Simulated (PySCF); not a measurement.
# Worked example: refractive index and permittivity of the vapour

C₄H₄O₃, SMILES C=C1OCOC1=O.

The structure is a stationary point at TPSSh-D3(BJ)/def2-SVP. Other conformers were not sampled.

B3LYP/def2-TZVP run with PySCF gives a mean static polarisability of 56.7 bohr³ and a dipole moment of 3.16 D. Take an ideal gas at 298.15 K and 1 bar, whether or not the substance is that volatile.

Work out n − 1 in the optical limit and the static ε − 1.


Polarisability volume α' = 56.7 × 0.148185 = 8.40 Å³. Number density N = p/kT = 2.43e-5 Å⁻³.
Dilute limit of Lorentz–Lorenz: n − 1 = 2π N α' = 0.0013.
Orientation term of Debye: μ²/(3kT) = 8.098 Å³ × μ²(D²) = 80.86 Å³.
ε − 1 = 4π N (α' + μ²/3kT) = 0.027. Orientation of the dipole supplies 91 % of the static response; it can't follow optical fields. Vibrational polarisation and dispersion are left out.
